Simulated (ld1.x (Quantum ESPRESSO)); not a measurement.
Ti (Z = 22), TM: configuration errors across variants

```
Element                 : Ti
Generator               : ld1.x (Quantum ESPRESSO) 7.5
Type                    : norm-conserving Troullier–Martins (Kleinman–Bylander form)
Functional              : LDA (PZ)
Relativity              : scalar-relativistic
Frozen core             : [Ne] 3s2
Valence charge          : 10
Reference configuration : 3p6 3d2 4s1.75 4p0 (charge +0.25)
Partial waves           : 4s (bound): rc 2.90 bohr; 3p (bound): rc 1.75 bohr; 3d (bound): rc 1.80 bohr
Local potential         : all-electron potential smoothed inside 2.30 bohr (lloc = -1)
Core correction         : a·sin(br)/r model core inside 1.15 bohr
```

All-electron excitation energies from the reference (eV): (1) 3p6 3d2 4s2 4p0 -1.327; (2) 3p6 3d2 4s1 4p0 6.209; (3) 3p6 3d2 4s0 4p0 20.009; (4) 3p6 3d2 4s1.5 4p0 1.690; (5) 3p6 3d0 4s0 4p0 90.734; (6) 3p6 3d3 4s0 4p0 6.232; (7) 3p6 3d2 4s0 4p2 5.108; (8) 3p6 3d2 4s1.75 4p0 spin -0.752; (9) 3p6 3d2 4s2 4p0 spin -1.997.

Spin tests fill each open shell by Hund’s rule, majority spin first.

Tests that are not counted but printed errors over 1 eV. “local potential all-electron potential smoothed inside 2.02 bohr (lloc = -1)”: 3p6 3d2 4s2 4p0 (spin-polarised) (solver errors, printed error -825 eV); 3p6 3d2 4s1 4p0 (solver errors, printed error -3.2 eV); 1 more.

4 further variants failed, have other tests or another functional or relativity, and are left out.

A true bound ghost makes a file unfit for plane-wave use even where its test errors are small: the radial tests pick states by their node count and pass the ghost by. Where a test does run into it, the solver fails or the error is huge.

Errors AE − PS in meV (a dash: test not solved or not reliable):

| change | (1) | (2) | (3) | (4) | (5) | (6) | (7) | (8) | (9) | bound ghosts |
| --- | --- | --- | --- | --- | --- | --- | --- | --- | --- | --- |
| base | +0.2 | +0.6 | -20 | 0.0 | +291 | -107 | -258 | +62 | +62 | none |
| wave 4s (bound): rc 2.90 bohr becomes 4s (bound): rc 3.72 bohr | +0.4 | +1.1 | -57 | +0.2 | -137 | -35 | -278 | +65 | +65 | none |
| local potential all-electron potential smoothed inside 2.02 bohr (lloc = -1) | – | – | -19 | -2.0 | +337 | -99 | -135 | – | – | s |
| all radii but the core radius scaled by about 1.22 (s 3.56, p 2.14, d 2.20 bohr); local potential all-electron potential smoothed inside 2.82 bohr (lloc = -1) | +0.2 | -1.0 | -41 | -0.1 | +369 | -29 | -618 | +65 | +63 | none |
| local potential all-electron potential smoothed inside 1.50 bohr (lloc = -1) | 0.0 | -2.0 | -19 | -0.3 | +394 | -90 | -7.5 | +61 | +60 | s |
| wave 3d (bound): rc 1.80 bohr becomes 3d (bound): rc 1.76 bohr | +0.2 | +0.5 | -20 | 0.0 | +251 | -111 | -258 | +62 | +62 | none |
| wave 3p (bound): rc 1.75 bohr becomes 3p (bound): rc 1.34 bohr | +0.2 | +0.6 | -20 | 0.0 | +292 | -107 | -257 | +62 | +62 | none |

(1) Give the same row for: core correction a·sin(br)/r model core inside 2.12 bohr.

## Answers

(1) +0.2, +0.7, -19, 0.0, +408, -100, -257, +150, +149; bound ghosts: none.
